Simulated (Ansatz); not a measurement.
Ideal-gas functions of BFH4N2Si (`NB1N[SiH]1F`) at 800 K and 1 bar, from an Ansatz frequency run at PBE0-D4/def2-TZVP.

Molar mass 89.94 g/mol, point group C1 (symmetry number 1), electronic degeneracy 1, moments of inertia 47.7, 218.151, 235.974 u Å². Harmonic wavenumbers (cm⁻¹, unscaled): 150, 260, 304, 391, 412, 526, 552, 612, 660, 748, 855, 882, 924, 1015, 1162, 1518, 1635, 2241, 3592, 3625, 3732.

Use S(trans) = R[1.5 ln M + 2.5 ln T − 1.1517]; rotational temperatures θ = 24.2544 K / I; S(rot) = R[ln(√π/σ · √(T³/θAθBθC)) + 1.5]; for each mode x = 1.438777 ν̃/T, S = R[x/(eˣ − 1) − ln(1 − e⁻ˣ)] and H = RT x/(eˣ − 1); 1 cm⁻¹ = 0.0119627 kJ/mol; R = 8.31446 J/(mol·K).

Task: By hand: the entropy, in J/(mol·K).

Result: Translation 185.5. Rotation: θ = 0.5085, 0.1112, 0.1028 K, giving 122.0. Vibration, mode by mode: 19.23, 14.71, 13.44, 11.41, 10.99, 9.08, 8.71, 7.92, 7.36, 6.45, 5.51, 5.30, 4.99, 4.38, 3.55, 2.14, 1.82, 0.76, 0.10, 0.09, 0.08, in all 138.0. Electronic 0.0. Sum 445.5 J/(mol·K).

Task: By hand: H − E and G − E in kJ/mol, counted from the electronic energy.

Result: Zero-point energy ½ × 25796 × 0.0119627 = 154.3; thermal vibration 58.7; translation, rotation and pV give 4 RT = 26.6. H − E = 239.6 kJ/mol, and G − E = 239.6 − 800 × 445.5/1000 = -116.8 kJ/mol.

Vibration gives 31 % of the entropy. The sum counts one conformer and one mirror image; others add a mixing term.
